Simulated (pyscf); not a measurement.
•H₂Si–SiH₂–PH₂, doublet

Gas-phase minimum from PySCF at ωB97X-D3(BJ)/def2-SVP, one conformer. •H₂Si–SiH₂–PH₂ lies 13.8 kcal/mol over its isomer H₃Si–P•–SiH₃ (electronic energy, ωB97M-D3(BJ)/def2-TZVP). 

```
Si
H 1 1.4918
H 1 1.4950 2 108.27
P 1 2.2587 2 108.45 3 -116.49
H 4 1.4250 1 94.01 2 -74.27
H 4 1.4253 5 93.96 1 94.03
Si 1 2.3188 2 109.96 3 123.11
H 7 1.4943 1 116.19 2 -63.11
H 7 1.4944 8 110.16 1 129.22
```
Charge 0, spin multiplicity 2.

Properties at ωB97X-D3(BJ)/def2-SVP:

- Harmonic wavenumbers, unscaled = 102, 122, 131, 365, 425, 482, 496, 506, 639, 657, 805, 814, 915, 942, 1109, 2223, 2229, 2243, 2250, 2442, 2452 cm⁻¹
- Zero-point energy = 31.9 kcal/mol
- Rotational symmetry number = 1
- Entropy of this conformer at 298 K and 1 atm, rigid rotor and harmonic oscillator, modes under 100 cm⁻¹ raised to 100 = 344.1 J/(mol K)
- Dipole moment = 0.75 D
- Spin expectation value S2 = 0.752

Single-point totals, which compare only within one level (frozen core for MP2 and CC):

| level | total energy (hartree) |
|---|---|
| ωB97X-D3(BJ)/def2-TZVP | -924.00022 |
| PBE/def2-TZVP | -923.45234 |
| r²SCAN/def2-TZVP | -923.84035 |
| B3LYP-D3(BJ)/def2-TZVP | -924.00307 |
| PBE0-D3(BJ)/def2-TZVP | -923.55253 |
| M06-2X/def2-TZVP | -923.84301 |
| ωB97M-D3(BJ)/def2-TZVP | -924.04099 |
| UHF/def2-TZVPP | -922.08823 |
| MP2/def2-TZVPP | -922.47865 |
| CCSD/def2-TZVPP | -922.54136 |
| CCSD(T)/def2-TZVPP | -922.55952 |

Soft torsions are taken as harmonic, which can shift the entropy by several J/(mol K). The CCSD(T) − MP2 part came from Ansatz, without density fitting, on the same reference.
